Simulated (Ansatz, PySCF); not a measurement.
The pair A = HF (SMILES F) (first 2 atoms), B = C2H6 (SMILES CC); geometry from B3LYP-D3(BJ)/def2-TZVP.
(charge 0, multiplicity 1):
```xyz
10

F     -0.05706     0.51311    -0.03907
H     -0.42475     0.50043     0.81296
C      0.80317    -0.29006     3.42420
C     -0.59961     0.21313     3.09576
H      1.42227    -0.35342     2.52785
H      0.76832    -1.28334     3.87428
H      1.30456     0.37670     4.12736
H     -0.57134     1.21810     2.66177
H     -1.22687     0.28066     3.98598
H     -1.11484    -0.46376     2.40623
```

Cores are frozen in the correlated methods. CBS(a, b) extrapolates the correlation energy as X⁻³ and adds the Hartree–Fock energy of set b. MP2 and its Hartree–Fock in aug-cc-pVTZ are density fitted.

Run with Ansatz (Gaussian orbitals); PySCF for the dispersion terms. Each number belongs to the level named beside it.

The monomers are drawn apart, rigid, along the line of their centres of mass. Counterpoise-corrected interaction energies (kcal/mol):

```tsv
level	R = 4.231 Å	R = 5.154 Å
PBE/def2-TZVPPD	-0.7184	-0.1908
PBE-D3(BJ)/def2-TZVPPD	-1.0342	-0.3032
wB97M-V/def2-TZVPPD	-0.7602	-0.2341
MP2/CBS(aug-cc-pVDZ, aug-cc-pVTZ) + ΔCCSD(T)/aug-cc-pVDZ	-0.7787	-0.2294
```

### Question
R is the distance of the centres of mass. Find the local exponent m of E ∝ R⁻ᵐ between the two points.

### Answer

m = ln(E₁/E₂)/ln(R₂/R₁): PBE/def2-TZVPPD 6.7; PBE-D3(BJ)/def2-TZVPPD 6.2; wB97M-V/def2-TZVPPD 6.0; MP2/CBS(aug-cc-pVDZ, aug-cc-pVTZ) + ΔCCSD(T)/aug-cc-pVDZ 6.2. For scale, two fixed dipoles give m = 3, dipole and quadrupole 4, quadrupoles 5, and dispersion or dipole-induced dipole 6 at long range; at these distances several terms mix, and what is left of overlap and damping shifts m, so it need not match one of them.

Ansatz is an electronic-structure program.
